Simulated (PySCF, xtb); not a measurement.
C₂H₇BO₃, SMILES OCB(O)CO. The values are those of a single conformer.

Harmonic wavenumbers (cm⁻¹) from GFN2-xTB in xtb 6.7.1 at its own minimum, in rising order: 64, 70, 140, 207, 235, 278, 345, 406, 495, 595, 707, 738, 861, 906, 1050, 1071, 1136, 1151, 1191, 1223, 1266, 1309, 1335, 1351, 1456, 1467, 2807, 2850, 2897, 2941, 3553, 3576, 3607.

Task: What does B3LYP-D3(BJ)/def2-SVP run with PySCF give at its own minimum? (An estimate is asked for; the answer gives what the named calculation found.)

Result: 58, 69, 151, 178, 248, 294, 353, 427, 527, 551, 708, 732, 922, 949, 1083, 1100, 1169, 1175, 1239, 1276, 1316, 1368, 1405, 1418, 1440, 1459, 2914, 2918, 2984, 3023, 3804, 3823, 3831. Paired by order, the mean absolute difference is 56 cm⁻¹ and the zero-point energies are 61.9 and 64.2 kcal/mol.
